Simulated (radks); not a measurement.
Coulomb parameter of the 3d shell of the cobalt ion Co2+ in the model configuration [Ar] 3d6 4p1, as a second difference U = [E(n + 1) + E(n - 1) - 2 E(n)] / (1)^2 with all orbitals relaxed. "Bare": the charge of the atom changes with n. "Screened": the 4p shell takes up the change at fixed total charge, which measures U(3d,3d) + U(4p,4p) - 2 U(3d,4p). Method: scalar-relativistic Kohn-Sham, PBEsol, spin-unpolarised, spherical densities, finite nucleus; Fermi nuclear charge, rms radius 3.7875 fm; computed with a radial shooting solver on a logarithmic mesh with Libxc functionals.

[
 {"case": "start", "configuration": "[Ar] 3d6 4p1", "E - E(n) (eV)": "0.000"},
 {"case": "bare +1", "configuration": "[Ar] 3d7 4p1", "E - E(n) (eV)": "-26.359"},
 {"case": "bare -1", "configuration": "[Ar] 3d5 4p1", "E - E(n) (eV)": "44.190"},
 {"case": "screened +1", "configuration": "[Ar] 3d7", "E - E(n) (eV)": "-15.056"},
 {"case": "screened -1", "configuration": "[Ar] 3d5 4p2", "E - E(n) (eV)": "20.691"}
]

U(bare) = 17.831 eV, U(screened by 4p) = 5.635 eV, against the Slater integral F0(3d,3d) = 26.436 eV with frozen orbitals.
